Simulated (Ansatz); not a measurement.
```yaml
crystal:
  periodic: [false, false, false]
  atoms:
    - {symbol: C, position_ang: [0.625085, 0.543090, 1.105486]}
    - {symbol: C, position_ang: [0.398199, 0.311986, -0.293963]}
    - {symbol: D, position_ang: [1.236740, 1.038201, -1.005942]}
    - {symbol: Ga, position_ang: [-0.179742, -1.340544, -1.066678]}
    - {symbol: Se, position_ang: [-1.397823, 0.939099, -0.845212]}
    - {symbol: H, position_ang: [1.596258, 0.218605, 1.340256]}
    - {symbol: H, position_ang: [0.545954, 1.560204, 1.354092]}
    - {symbol: H, position_ang: [-0.048338, -0.009215, 1.686993]}
    - {symbol: H, position_ang: [-0.866419, -2.288702, -0.127382]}
    - {symbol: H, position_ang: [0.106960, -1.559062, -2.518401]}
    - {symbol: H, position_ang: [-2.016875, 0.586328, 0.370769]}
basis:
  gaussian: {orbitals: ANO-RCC-VTZP}
hamiltonian: {xc: {name: rPW86-PBE}}
scf: {lower_state_search: off}
output: {forces: true}
```

```sh
$ ansatz run in.yaml --threads 4 --pin off --events-out ev --progress --plain --max-ram 10444MiB
```

Question: How does Ansatz answer? (Estimate.)

Answer: The calculation gave: The input was rejected before any iteration.
```
Error: YAML parse error: error: line 6 column 16: `D` is not an element symbol (H … Og, case-exact)
 --> <input>:6:16
4 |     - {symbol: C, position_ang: [0.625085, 0.543090, 1.105486]}
5 |     - {symbol: C, position_ang: [0.398199, 0.311986, -0.293963]}
6 |     - {symbol: D, position_ang: [1.236740, 1.038201, -1.005942]}
7 |     - {symbol: Ga, position_ang: [-0.179742, -1.340544, -1.066678]}
8 |     - {symbol: Se, position_ang: [-1.397823, 0.939099, -0.845212]}
```
